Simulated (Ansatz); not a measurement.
`[CH3][In]([CH3])[NH2]` + `N[SiH2][TeH]` → `[CH3][In]([NH2])[SiH2][TeH]` + CH₃NH₂  (formal exchange of groups at the In–C bond)

Isolated molecules relaxed with PBE0-D4/def2-TZVP in Ansatz; ΔE leaves out vibrations. CCSD(T)/CBS is the MP2 limit (def2-TZVPP, def2-QZVPP) plus CCSD(T) − MP2 in def2-TZVPP, frozen cores. DFT in def2-TZVPP. HSE06 is defined as in plane-wave codes. Elements past krypton have def2 core potentials. For In, Te outer-core shells are correlated without core-valence functions, which leaves a few kJ/mol of doubt a bond. One conformer a species, not always the lowest.

`[CH3][In]([CH3])[NH2]`:

```xyz
12

C     1.299   -0.398   -1.628
In    0.033    0.034    0.054
C    -2.072   -0.271    0.355
N     0.988    0.872    1.625
H     0.941    0.122   -2.518
H     1.297   -1.469   -1.840
H     2.323   -0.083   -1.423
H    -2.284   -1.336    0.467
H    -2.405    0.247    1.255
H    -2.643    0.098   -0.499
H     1.977    1.061    1.658
H     0.547    1.123    2.494
```

`N[SiH2][TeH]`:

```xyz
8

N     0.334    1.323   -0.312
Si    0.148   -0.362   -0.560
Te   -1.492   -1.593    0.892
H    -0.469    1.928   -0.395
H     0.936    1.637    0.434
H     1.490   -0.965   -0.380
H    -0.393   -0.605   -1.919
H    -0.555   -1.363    2.240
```

`[CH3][In]([NH2])[SiH2][TeH]`:

Cartesian coordinates in Å:
```
C 0.189 2.607 0.021
In -0.041 0.477 -0.133
N 0.461 -0.349 -1.900
Si -0.752 -1.326 1.546
Te -0.265 -3.604 0.608
H 0.608 3.006 -0.903
H 0.849 2.857 0.852
H -0.780 3.074 0.203
H 0.679 0.174 -2.733
H 0.273 -1.315 -2.117
H -0.134 -1.175 2.894
H -2.227 -1.342 1.762
H 1.141 -3.084 -0.100
```

CH₃NH₂:

Cartesian coordinates in Å:
```
C 0.472 0.304 0.087
N -0.828 -0.211 -0.306
H 1.079 -0.372 0.706
H 0.339 1.235 0.644
H 1.051 0.547 -0.806
H -1.386 -0.433 0.508
H -0.727 -1.070 -0.833
```

Task: Is it downhill or uphill in electronic energy at CCSD(T)/CBS, and by how much? (Estimate.)

Result: Computed: Uphill: ΔE = +0.77 eV.

Task: What do these levels give: r2SCAN-D4, HSE06-D4, BHLYP-D4, r2SCAN, r2SCANh, CAM-B3LYP, LC-ωPBE, MP2/def2-SVP, HF/def2-TZVPP, CCSD/def2-TZVPP, CCSD(T)/def2-TZVPP, SCS-MP2/def2-QZVPP? (Estimate.)

Result: The calculation gave: r2SCAN-D4 0.75, HSE06-D4 0.64, BHLYP-D4 0.74, r2SCAN 0.75, r2SCANh 0.76, CAM-B3LYP 0.82, LC-ωPBE 0.77, MP2/def2-SVP 0.63, HF/def2-TZVPP 0.82, CCSD/def2-TZVPP 0.78, CCSD(T)/def2-TZVPP 0.77, SCS-MP2/def2-QZVPP 0.85 eV.

Largest T1 diagnostic among the species: 0.013.

The D4 term adds −0.04 eV with B3LYP and −0.03 eV with PBE0; it sums over pairs of atoms, weighted by their polarisabilities, and B3LYP, whose exchange is more repulsive, gets the larger term. At CCSD(T), def2-SVP lies −0.26 eV from the extrapolated value and def2-TZVPP −0.00 eV. From BLYP to BHLYP (50 % exact exchange), in def2-TZVPP and without D4, ΔE moves by +0.05 eV.

B3LYP here is the variant with VWN-RPA as its local correlation; programs differ in this.
